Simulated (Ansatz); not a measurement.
Consider the ligand exchange at the Si–C bond: `C#C[SiH2][SiH2]C` + HBr → `C[SiH2][SiH2]Br` + acetylene.

Calculated with Ansatz (gas phase, PBE0-D4/def2-TZVP geometries, no zero-point term in ΔE). CCSD(T)/CBS is the MP2 limit (def2-TZVPP, def2-QZVPP) plus CCSD(T) − MP2 in def2-TZVPP, frozen cores. This one scheme is used for every species. DFT in def2-TZVPP. B3LYP here is the variant with VWN-RPA as its local correlation; programs differ in this. For Br outer-core shells are correlated without core-valence functions, which leaves a few kJ/mol of doubt a bond. Scalar relativity is left out up to krypton. Each species was taken in one conformer, which may not be the lowest.

`C#C[SiH2][SiH2]C`:

Cartesian coordinates in Å:
```
C 2.086 1.330 -1.707
C 1.786 0.391 -1.011
Si 1.256 -0.982 0.072
Si -0.664 -0.293 1.223
C -1.979 0.288 0.020
H 2.360 2.154 -2.325
H 0.976 -2.167 -0.783
H 2.370 -1.322 0.996
H -0.282 0.806 2.153
H -1.166 -1.430 2.047
H -1.594 1.104 -0.596
H -2.284 -0.524 -0.643
H -2.863 0.645 0.553
```

HBr:

Z-matrix (Å, degrees):
```
Br
H 1 1.420
```

`C[SiH2][SiH2]Br`:

Cartesian coordinates in Å:
```
C 0.702 1.544 -0.270
Si -0.676 0.309 -0.556
Si -0.329 -1.609 0.736
Br 1.721 -2.375 0.264
H 0.720 1.872 0.772
H 0.570 2.423 -0.904
H 1.669 1.093 -0.502
H -0.730 -0.112 -1.983
H -2.001 0.889 -0.194
H -0.358 -1.332 2.196
H -1.288 -2.704 0.441
```

`C#C`:

Cartesian coordinates in Å:
```
C -0.420 -0.137 -0.404
C 0.420 0.137 0.404
H -1.167 -0.381 -1.122
H 1.167 0.381 1.122
```

(1) Is it downhill or uphill in electronic energy at CCSD(T)/CBS, and by how much? (An estimate is asked.)

(2) What do these levels give: PBE-D4, r2SCAN-D4, PBE0-D4, ωB97M-V, r2SCAN, PBE0, B3LYP, HF/def2-TZVPP, MP2/def2-TZVPP, SCS-MP2/def2-TZVPP, CCSD(T)/def2-TZVPP, MP2/def2-QZVPP? (Estimate.)

Largest T1 diagnostic among the species: 0.013.

Results:

(1) The calculation gave: Downhill: ΔE = -14.0 kcal/mol.

(2) Computed: PBE-D4 -12.6, r2SCAN-D4 -13.0, PBE0-D4 -13.4, ωB97M-V -13.9, r2SCAN -13.1, PBE0 -13.5, B3LYP -12.9, HF/def2-TZVPP -15.0, MP2/def2-TZVPP -13.0, SCS-MP2/def2-TZVPP -12.7, CCSD(T)/def2-TZVPP -12.4, MP2/def2-QZVPP -13.9 kcal/mol.

In def2-TZVPP, CCSD(T) changes the Hartree–Fock value by +2.5 kcal/mol (the triples alone add +0.4 kcal/mol) and MP2 by +1.9 kcal/mol. From PBE to PBE0 (25 % exact exchange), in def2-TZVPP and without D4, ΔE moves by −0.9 kcal/mol.
